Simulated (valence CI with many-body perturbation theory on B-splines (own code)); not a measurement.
# In³⁴⁺: key properties

Method: configuration interaction combined with many-body perturbation theory (CI+MBPT): five valence electrons over a frozen Dirac-Fock core [Ne], radial functions for each j: 9 s, 9 p, 8 d, 6 f, 3 g, 1 h, with the one-electron correlation potential Σ1 (screened to all orders), the two-electron term Σ2, the three-electron term Σ3, Breit, model QED; selected single and double excitations, second order for the rest, scaled by the run's own slope (own B-spline code, finite nucleus).

No measured spectrum was set against this ion. As an estimate, large intervals hold to a few tenths of a per cent, small ones and those within an open d or f shell to about a per cent. Among the levels kept, up to 1700 cm⁻¹ of a level comes from second order outside the variational space, and about a tenth of that is noise between levels of different J, which matters for small intervals.

Levels are named by their leading jj configuration (3d3/2^4 stands for four electrons in 3d with j = 3/2), which in mixed levels can hold well under half, so a name can repeat and another be missing.

Rates and lifetimes use the calculated energies. Strong lines usually hold to 10 to 20 %, long lifetimes can be off by a factor of two.

(1) What is the ground level?

(2) What is the ionisation energy?

(3) Where does the other parity begin?

(4) What are the static dipole polarisabilities of the lowest levels?

(5) Among levels below 249.18 eV, which E1 lines absorb most strongly from the ground level?

(6) Name the longest-lived excited levels whose lifetime is computed, and their main decay.

(7) How well does LS coupling describe the low levels?

## Answers

(1) (3s^2 3p1/2^2 3p3/2) J=3/2, composition 41 % 3s²3p³ ²P° + 34 % 3s²3p³ ⁴S° + 23 % 3s²3p³ ²D°, g = 1.438.

(2) 2190.2 eV; NIST lists 2207 ± 8 eV (semi-empirical).

(3) At (3s 3p1/2^2 3p3/2^2) J=5/2, 131.36 eV.

(4) (3s^2 3p1/2^2 3p3/2) J=3/2 0.0198 (tensor 0.0015); (3s^2 3p1/2 3p3/2^2) J=3/2 0.0216 (tensor 0.00051); (3s^2 3p1/2 3p3/2^2) J=5/2 0.0214; (3s^2 3p1/2 3p3/2^2) J=1/2 0.0212 bohr³, of which the core gives 0.000293.

(5) to (3s^2 3p1/2 3p3/2 3d3/2) J=3/2 at 6.096 nm, f = 0.276; to (3s^2 3p1/2 3p3/2 3d5/2) J=5/2 at 6.261 nm, f = 0.185; to (3s^2 3p1/2 3p3/2 3d3/2) J=5/2 at 5.974 nm, f = 0.120.

(6) (3s^2 3p1/2 3p3/2^2) J=5/2 at 50.30 eV lives 5.84 μs, mostly by M1 to (3s^2 3p1/2^2 3p3/2) J=3/2; (3s^2 3p1/2 3p3/2^2) J=1/2 at 59.11 eV lives 1.23 μs, mostly by M1 to (3s^2 3p1/2^2 3p3/2) J=3/2; (3s^2 3p1/2 3p3/2^2) J=3/2 at 43.18 eV lives 1.12 μs, mostly by M1 to (3s^2 3p1/2^2 3p3/2) J=3/2. The lifetime of (3s^2 3p1/2 3p3/2 3d5/2) J=9/2 is too uncertain to give, and may be longer.

(7) Among the lowest 20 levels the leading LS term, summed over configurations, holds 53 % on average. For single configurations the figures are 48 % in LS and 79 % in jj coupling. Terms mix most in the J = 5/2 level at 153.83 eV, where the leading one holds 30 %.
